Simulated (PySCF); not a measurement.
**Computed properties of BeH₃NSe, SMILES [Be]([SeH])[NH2]**

Be(NH2)(SeH) (BeH3NSe), SMILES [NH2][Be][SeH]. Geometry optimised at PBE0-D3(BJ)/def2-TZVP. Other conformers were not sampled. All values are computed for the isolated molecule unless a solvent is named; none is compared with measurement here.

**Structure.** The optimised structure has Cs symmetry. All 12 harmonic modes at PBE0-D3(BJ)/def2-TZVP (PySCF) are real, so it is a minimum. With heavy atoms numbered as in [Be:1]([NH2:2])[SeH:5], the shortest bond between them is Be1–N2 at 1.496 Å and the longest Be1–Se5 at 2.043 Å.

**Vibrations.** The strongest infrared lines (harmonic, unscaled, degenerate partners summed) lie at 1269 cm⁻¹ (253 km/mol, Be 74 %, N 18 %, H 8 %), 400 cm⁻¹ (181 km/mol, H 77 %, N 21 %), 1571 cm⁻¹ (106 km/mol, H 87 %, N 12 %). The softest mode is at 206 cm⁻¹ and the zero-point energy is 21.9 kcal/mol.

**Electronic structure.** B3LYP/def2-TZVPD (PySCF) places the frontier levels at -6.82 and -0.77 eV, a gap of 6.05 eV, and gives a dipole moment of 1.91 D and a mean polarisability of 56.2 bohr³.

**Excitations.** TDDFT-CAM-B3LYP/def2-SVPD (PySCF) has S1 at 5.36 eV (231 nm, f = 0.031, weak); the most intense of the 10 singlets computed lies at 7.36 eV (f = 0.13). T1 (TDA) is at 4.96 eV. No vertical singlet excitation falls in the visible range (under 3.1 eV).

**NMR.** GIAO shifts at KT2/pcSseg-2 (PySCF) (non-relativistic, atoms alike by connectivity averaged): ¹H from 0.1 to 1.4 ppm against TMS.
